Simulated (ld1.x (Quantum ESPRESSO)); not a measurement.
**Logarithmic derivatives: helium, TM**

```json
{
  "Element": "He",
  "Generator": "ld1.x (Quantum ESPRESSO) 7.5",
  "Type": "norm-conserving Troullier–Martins (Kleinman–Bylander form)",
  "Functional": "LDA (PZ)",
  "Relativity": "non-relativistic",
  "Frozen core": "none",
  "Valence charge": "2",
  "Reference configuration": "1s1.5 (charge +0.5)",
  "Partial waves": "1s (bound): rc 0.66 bohr; 2p channel at -0.1 Ry: rc 0.54 bohr",
  "Local potential": "all-electron potential smoothed inside 0.54 bohr (lloc = -2)",
  "Core correction": "none"
}
```

The phase is arctan(r·u′/u) with u = r·R(r), unwrapped; energies in Ry, scanned from -4 to 5 Ry. A pole is an energy at which the radial function vanishes at the test radius. The pseudo phase is shifted by a multiple of π to meet the all-electron one at the reference energy, and phase errors are pseudo minus all-electron; the curves can meet again beyond the range given. Levels narrower than the energy grid can be missing from the lists of poles.

```
channel  radius (bohr)  reference energy (Ry)  poles, all-electron  poles, pseudo  unbroken range about the reference energy with phases within 0.05 rad  phase error 1 Ry above the reference energy (rad)
      s           0.75                  -1.93                 none           none                                                        the whole range                                             +0.000
      p           0.75                  -0.10                 none           none                                                        the whole range                                             +0.000
```

Phases in the s channel:

```json
{"E (Ry)": "-4.00", "all-electron": "0.395", "pseudo": "0.395"}
{"E (Ry)": "-3.52", "all-electron": "0.259", "pseudo": "0.259"}
{"E (Ry)": "-3.04", "all-electron": "0.101", "pseudo": "0.101"}
{"E (Ry)": "-2.56", "all-electron": "-0.077", "pseudo": "-0.077"}
{"E (Ry)": "-2.08", "all-electron": "-0.265", "pseudo": "-0.265"}
{"E (Ry)": "-1.60", "all-electron": "-0.451", "pseudo": "-0.451"}
{"E (Ry)": "-1.12", "all-electron": "-0.625", "pseudo": "-0.625"}
{"E (Ry)": "-0.64", "all-electron": "-0.778", "pseudo": "-0.778"}
{"E (Ry)": "-0.16", "all-electron": "-0.909", "pseudo": "-0.909"}
{"E (Ry)": "0.32", "all-electron": "-1.020", "pseudo": "-1.019"}
{"E (Ry)": "0.80", "all-electron": "-1.112", "pseudo": "-1.111"}
{"E (Ry)": "1.28", "all-electron": "-1.189", "pseudo": "-1.188"}
{"E (Ry)": "1.76", "all-electron": "-1.254", "pseudo": "-1.252"}
{"E (Ry)": "2.24", "all-electron": "-1.309", "pseudo": "-1.308"}
{"E (Ry)": "2.72", "all-electron": "-1.356", "pseudo": "-1.355"}
{"E (Ry)": "3.20", "all-electron": "-1.398", "pseudo": "-1.396"}
{"E (Ry)": "3.68", "all-electron": "-1.434", "pseudo": "-1.432"}
{"E (Ry)": "4.16", "all-electron": "-1.466", "pseudo": "-1.464"}
{"E (Ry)": "4.64", "all-electron": "-1.495", "pseudo": "-1.493"}
```
